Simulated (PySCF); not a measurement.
Computed shifts of a molecule CH₇AlO₂Si, PBE0/pcSseg-1 in PySCF, GIAO, gas phase, atoms alike by connectivity averaged where their shifts nearly agree, in ppm (number of nuclei): ²⁹Si: -95.3 (1). ¹³C: -7.9 (1). ¹H: 3.91 (2), 2.16 (2), 0.50 (3). References: ²⁹Si against TMS (σ = 352.7 ppm); ¹³C against TMS (σ = 186.3 ppm); ¹⁷O against H2O (σ = 334.2 ppm); ¹H against TMS (σ = 31.56 ppm), references at their B3LYP-D3(BJ)/def2-TZVP geometries, non-relativistic. The structure is a stationary point at PBE0-D3(BJ)/def2-SVP. Other conformers were not sampled.

Which structure fits?
(A) C[O][AlH][O][SiH3]
(B) C[SiH2][Al]([OH])[OH]
(C) [OH][Al]([OH])[CH2][SiH3]
(D) C[O][Al]([OH])[SiH3]

B, C[SiH2][Al]([OH])[OH]
